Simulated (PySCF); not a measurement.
GeB, PBE0: how much the basis matters

PySCF, UKS reference; quartet, unpaired electrons σ ↑, π ↑↑; De to Ge + B without counterpoise correction.

```
                     basis                           relativity  functions  Re (Å)  ωe (cm⁻¹)  De (eV)  μ (D)
        cc-pVDZ-PP/cc-pVDZ  scalar-relativistic core potentials         37   1.988        647     3.19  -0.89
                x2c-SVPall                        spin-free X2C         46   1.973        665     3.31  -0.80
aug-cc-pVDZ-PP/aug-cc-pVDZ  scalar-relativistic core potentials         55   1.988        646     3.19  -0.90
        cc-pVTZ-PP/cc-pVTZ  scalar-relativistic core potentials         69   1.978        647     3.23  -0.90
                def2-TZVPP                        no relativity         79   1.977        656     3.28  -0.78
               def2-TZVPPD                        no relativity         91   1.977        657     3.29  -0.80
```

How does each smaller set differ from the one with most functions, def2-TZVPPD?

cc-pVDZ-PP/cc-pVDZ: +1.1 pm, -1.5 % in ωe, -0.10 eV in De; x2c-SVPall: -0.4 pm, +1.2 % in ωe, +0.02 eV in De; aug-cc-pVDZ-PP/aug-cc-pVDZ: +1.1 pm, -1.7 % in ωe, -0.10 eV in De; cc-pVTZ-PP/cc-pVTZ: +0.1 pm, -1.5 % in ωe, -0.06 eV in De; def2-TZVPP: +0.0 pm, -0.2 % in ωe, -0.01 eV in De. All at PBE0; the set with most functions is neither the basis-set limit nor always the best. The rows treat relativity differently, so the differences are not basis effects alone.

A positive dipole means Ge(−)B(+). Spin–orbit coupling is left out. The state is the lowest determinant that a PBE0 search found; another state may lie lower at other levels.
